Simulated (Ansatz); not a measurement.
C$_{2}$H$_{7}$ClFHfNSe, SMILES `C[N](C)[Hf]([F])([Cl])[SeH]`. Charge 0, multiplicity 1. Hf: def2 effective core potential. The geometry is a stationary point of PBE0-D4/def2-TZVP. It is one conformer, not always the lowest.

```xyz
14

C     0.912    0.272   -1.315
N     0.489    0.083    0.058
C     1.385    0.676    1.024
Hf   -1.181   -0.940    0.406
F    -1.255   -1.337    2.264
Cl   -1.276   -2.864   -0.960
Se   -2.973    0.796   -0.260
H     0.202   -0.186   -2.012
H     1.893   -0.185   -1.495
H     0.976    1.338   -1.563
H     2.393    0.251    0.940
H     1.464    1.760    0.872
H     1.028    0.502    2.041
H    -4.057   -0.166    0.000
```

What is the dipole moment at B3LYP/def2-TZVPP? (Estimate.)

Ansatz gave: 2.82 D, with components (2.54, 1.20, -0.21) D in this frame, pointing from negative to positive charge.

And with PBE, r2SCAN, ωB97M-V? (Estimate.)

The calculation gave: PBE 2.85 D, r2SCAN 2.86 D, ωB97M-V 2.72 D.

Give the Mulliken charges with B3LYP, PBE, ωB97M-V in def2-TZVPP. (An estimate is asked.)

The calculation gave: 
```
atom  B3LYP    PBE  ωB97M-V
  C1  -0.15  -0.15    -0.21
  N2  -0.28  -0.20    -0.30
  C3  -0.16  -0.16    -0.21
 Hf4   0.85   0.70     0.77
  F5  -0.33  -0.28    -0.31
 Cl6  -0.30  -0.27    -0.26
 Se7  -0.27  -0.27    -0.27
  H8   0.09   0.09     0.11
  H9   0.10   0.09     0.13
 H10   0.10   0.10     0.13
 H11   0.10   0.09     0.12
 H12   0.10   0.10     0.12
 H13   0.10   0.10     0.11
 H14   0.05   0.06     0.07
```

B3LYP here is the variant with VWN-RPA as its local correlation; programs differ in this.
